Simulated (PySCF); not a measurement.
C₂H₅FOSi.
Z-matrix (Å and degrees, PBE0-D3(BJ)/def2-SVP geometry), rows numbered from 1:
```
C 
C   1  1.4996
O   2  1.2123  1  123.41
Si  2  1.9232  1  121.94  3  -179.84
F   4  1.6302  2  110.11  1    -1.71
H   1  1.1025  2  109.86  3   122.58
H   1  1.0990  2  110.37  3     0.71
H   1  1.1025  2  109.75  3  -121.01
H   4  1.4875  2  108.75  1   117.42
H   4  1.4869  2  108.88  1  -120.90
```

Linear response at CAM-B3LYP/def2-SVPD (PySCF, frozen core in the response, non-relativistic).

Static isotropic polarisability: 53.93 au (7.99 Å³), principal values 45.4, 55.1, 61.3 au.

Question: What is the polarisability at 1064 nm and at the sodium D line?

Answer: 54.39 au at 1064 nm (+0.9 %), 55.48 au at 589.3 nm (+2.9 %). The rise at 589.3 nm is 3.38 times that at 1064 nm; a pure ω² law gives 3.26. The lowest singlet lies at 345 nm, shorter than both wavelengths.

Question: What is the isotropic C6 coefficient between two such molecules, C6 = (3/π)∫α(iω)² dω?

Answer: 1190 au (Eh·bohr⁶) by a ten-point quadrature over imaginary frequencies, which is 711 eV·Å⁶ or 68.6 J·nm⁶/mol.

Question: Which effective excitation energy ω̄ makes London's formula C6 = (3/4)α²ω̄ exact here?

Answer: ω̄ = 4·C6/(3α²) = 0.546 Eh = 14.9 eV. A one-pole form α(ω) = α/(1 − ω²/ω̄²) fitted to the 1064 nm value gives 12.7 eV. London's choice of the ionisation energy (9.63 eV, ΔSCF at the same level) gives C6 = 772 au, 35 % too low.

Question: What does −C6/R⁶ come to at R = 10 Å between centres?

Answer: -69 J/mol. This is the leading, orientation-averaged term; C8 and higher terms are left out.

Question: What three-body coefficient follows from the one-pole estimate C9 = (3/4)·α·C6?

Answer: 48100 au. This is an estimate from the two numbers above, not a computed integral.

Question: What n − 1 at the D line would an ideal gas of it have at 273.15 K and 1 atm (2.6868 × 10¹⁹ cm⁻³), by n − 1 = 2π·N·α′?

Answer: 13.88 × 10⁻⁴, a formal value whether or not that pressure can be reached.

Question: What molar refraction at the D line follows from R = (4π/3)·N_A·α′, with α′ the polarisability volume?

Answer: α′ = 8.22 Å³ gives R = 20.74 cm³/mol, for isolated, non-vibrating species.

Question: The lowest 10 singlets have (eV, f): 3.59, 0.001; 6.27, 0.000; 6.84, 0.010; 7.68, 0.004; 7.77, 0.014; 7.92, 0.218; 8.18, 0.149; 8.25, 0.005; 8.36, 0.020; 8.71, 0.173. What share of the static polarisability do they carry in the sum over states α = Σ f/ω²?

Answer: 6.64 au, 12.3 % of α; the largest term, 2.57 au, is that of the state at 7.92 eV. Their oscillator strengths add up to 0.59. Higher states carry the rest.

Question: How many electrons N does the Slater–Kirkwood formula C6 = (3/4)·√N·α^(3/2) need to give this C6?

Answer: N = (4·C6/3)²/α³ = 16.1; the species has 48 electrons in all.

One conformer stands for the species.
